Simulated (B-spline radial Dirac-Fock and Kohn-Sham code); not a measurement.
## Two-hole binding energies of Pt⁶⁴⁺

System: platinum as Pt⁶⁴⁺, configuration [Ne] 3s2 3p2.

The run's input, task.json:

```json
{"items": [{
  "Z": 78,
  "q": 64,
  "cfg": [[1, 0, 2], [2, 0, 2], [2, 1, 6], [3, 0, 2], [3, 1, 2]],
  "A": 195,
  "rrms": 5.427,
  "do": ["binding", "quiet", "double"]
}]}
```

Command: `python xray_run.py task.json out`

These are calculated numbers from an atomic code on a B-spline grid; the model is relaxed Dirac-Fock hole states (ΔSCF) with Breit and QED corrections and a finite nucleus. U is the two-hole binding energy less the two single-hole energies, the effective repulsion of the holes after relaxation. Each two-hole energy is an average over J within one jj subconfiguration.

```csv
holes,E(a) (eV),E(b) (eV),E(ab) (eV),U (eV)
1s⁻²,83905.6,83905.6,169448.9,1637.7
1s⁻¹ 2p1/2⁻¹,83905.6,18562.1,103036.3,568.6
1s⁻¹ 2p3/2⁻¹,83905.6,16805.5,101186.9,475.8
2s⁻²,19116.1,19116.1,38574.5,342.2
2s⁻¹ 2p1/2⁻¹,19116.1,18562.1,38012.5,334.3
2p1/2⁻²,18562.1,18562.1,37546.0,421.8
2s⁻¹ 2p3/2⁻¹,19116.1,16805.5,36236.2,314.6
2p1/2⁻¹ 2p3/2⁻¹,18562.1,16805.5,?,?
2p3/2⁻²,16805.5,16805.5,33965.5,354.6
2p1/2⁻¹ 3s⁻¹,18562.1,7702.2,26447.7,183.4
2p3/2⁻¹ 3s⁻¹,16805.5,7702.2,24687.2,179.5
```

Task: Give the missing two-hole energy and U.

Result: E(ab) = 35735.5 eV and U = 367.9 eV.
